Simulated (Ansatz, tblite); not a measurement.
Cost and result up the ladder for AsS2⁺ (3 atoms). Charge 1, multiplicity 1. Geometry: PBE0-D4/def2-TZVP.

```xyz
3

As   -0.109   -0.905   -0.794
S    -0.935    0.825    0.109
S     1.044    0.080    0.685
```

Ansatz on 4 threads of Arm Neoverse V1 on a shared host; xTB runs through tblite on one thread. Times are rough, summed over both states, and most runs start from the orbitals of an earlier one. RPA@PBE/def2-TZVP serves as the yardstick here, not as an exact answer. The other state is a triplet at its own geometry.

The xTB rows come from tblite. B3LYP takes the VWN-RPA correlation. Correlated methods freeze 19 core orbitals; core or outer-core shells of As are correlated, in sets that lack core-valence functions. The structure comes from a short search, and lower isomers may exist.

xTB has no spin-polarisation term.

| level | functions | wall time | triplet − singlet (eV) | difference from RPA@PBE/def2-TZVP (eV) | remarks |
| --- | --- | --- | --- | --- | --- |
| GFN1-xTB | 27 | 0.006 s | 1.36 | 1.00 | – |
| GFN2-xTB | 27 | 0.006 s | 0.75 | 0.40 | – |
| PBE-D4/def2-TZVP | 122 | 1.9 s | 0.26 | -0.10 | – |
| BLYP-D4/def2-TZVP | 122 | 2 s | 0.29 | -0.07 | – |
| MP2/def2-TZVP | 122 | 2 s | 0.32 | -0.04 | – |
| B3LYP-D4/def2-TZVP | 122 | 3 s | 0.18 | -0.18 | – |
| RPA@PBE/def2-TZVP | 122 | 3 s | 0.36 | 0.00 | – |
| BHLYP-D4/def2-TZVP | 122 | 3.4 s | 0.00 | -0.36 | – |
| PBE0-D4/def2-TZVP (with forces) | 122 | 3.9 s | 0.11 | -0.25 | – |
| r2SCAN-D4/def2-TZVP | 122 | 5.2 s | 0.10 | -0.26 | – |
| r2SCANh-D4/def2-TZVP | 122 | 6 s | 0.04 | -0.31 | – |
| B97M-V/def2-TZVP | 122 | 7.2 s | 0.32 | -0.04 | – |
| CCSD(T)/def2-TZVPP | 132 | 12 s | 0.31 | -0.05 | large T1 (singlet) |
